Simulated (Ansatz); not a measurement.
`[O]=[Mo]([OH])([F])([F])[Cl]` and `[O]=[Mo]([F])([F])([F])[Cl]` differ in one atom or group.

Ansatz, PBE0-D4/def2-TZVP geometries, multiplicity 1. Each molecule was computed in one conformer, which needn't be the lowest.

Elements past krypton have def2 core potentials.

```csv
property,`[O]=[Mo]([OH])([F])([F])[Cl]`
HOMO energy (PBE/def2-TZVPP) / eV,-7.96
size of the dipole moment (B3LYP/def2-TZVPP) / D,2.81
HOMO energy (ωB97M-V/def2-TZVPP) / eV,-11.70
LUMO energy (ωB97M-V/def2-TZVPP) / eV,-2.30
HOMO energy (PBE0/def2-TZVPP) / eV,-9.46
zero-point energy (PBE0-D4/def2-TZVP) / kJ/mol,60.4
```

Task: Give the same properties after the change, and the shifts. (Estimate.)

Result: Ansatz gave: 
```tsv
property	`[O]=[Mo]([F])([F])([F])[Cl]`	shift
HOMO energy (PBE/def2-TZVPP) / eV	-8.68	-0.72
size of the dipole moment (B3LYP/def2-TZVPP) / D	0.65	-2.16
HOMO energy (ωB97M-V/def2-TZVPP) / eV	-12.41	-0.71
LUMO energy (ωB97M-V/def2-TZVPP) / eV	-2.93	-0.63
HOMO energy (PBE0/def2-TZVPP) / eV	-10.19	-0.73
zero-point energy (PBE0-D4/def2-TZVP) / kJ/mol	31.7	-28.7
```

With PBE0 the HOMO falls by 0.73 eV and the LUMO falls by 0.65 eV, so the gap widens by about 0.08 eV. PBE moves the HOMO by -0.72 eV and ωB97M-V by -0.71 eV. The zero-point energy changes by -28.7 kJ/mol with -3 modes. Dipoles are sizes alone; their direction can turn.

B3LYP here is the variant with VWN-RPA as its local correlation; programs differ in this.
